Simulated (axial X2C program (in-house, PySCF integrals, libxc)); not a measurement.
## Levels of InH⁺ by electron attachment to InH²⁺ (EOM-EA-CCSD)

Calculated with an axial X2C code built on PySCF integrals: two-component X2C with atomic mean-field Coulomb and Gaunt terms, Gaussian nuclei, basis In dyall-acv3z, H dyall-av3z with contracted cores.

R = 2.020 Å (1.090 times 1.853 Å, the PBE0 minimum at charge 1 for the lowest determinant).

Levels of InH⁺ obtained by attaching an electron to InH²⁺:

```csv
Ω,binding energy (eV),above lowest (cm⁻¹),attached spinor,one-particle weight
1/2,16.193,0,"33% In pσ, 31% In sσ, 28% H sσ",0.94
1/2,12.360,30917,"88% In pπ, 8% H pπ",0.94
3/2,12.097,33036,"88% In pπ, 9% H pπ",0.95
```

Q: What is the splitting of the first π pair in the table, and is it regular or inverted?

A: E(3/2) − E(1/2) = 33036 − 30917 = 2119 cm⁻¹ at EOM-EA-CCSD: regular, Ω = 1/2 lower. Splittings at this level can be off by ten to twenty per cent.

This point took 20 s on 1 thread of Intel(R) Xeon(R) Processor @ 2.30GHz, on a shared host.

Reference electrons by ω block (each with its −ω partner): 1/2: 15, 3/2: 7, 5/2: 2. 12 electrons of InH²⁺ correlated (inner shells frozen), 92 natural virtual spinors (a truncated set); levels can be off by some tenths of an eV. Roots sought by Ω: (1/2: 5, 3/2: 4, 5/2: 2, 7/2: 1); rows need 60 % one-particle weight and stop where some Ω has no more roots. Missing are any skipped roots, higher Ω and states of a further excitation; these come out far too high here and may in truth be low or lowest. T1 of the reference 0.023 (Lee–Taylor). The reference was not checked to be the lowest state of its species. Number of frozen shells: In 4 s, 3 p, 1 d; H none. Large amplitudes in the reference (orbital relaxation or multireference character) lower the reliability.
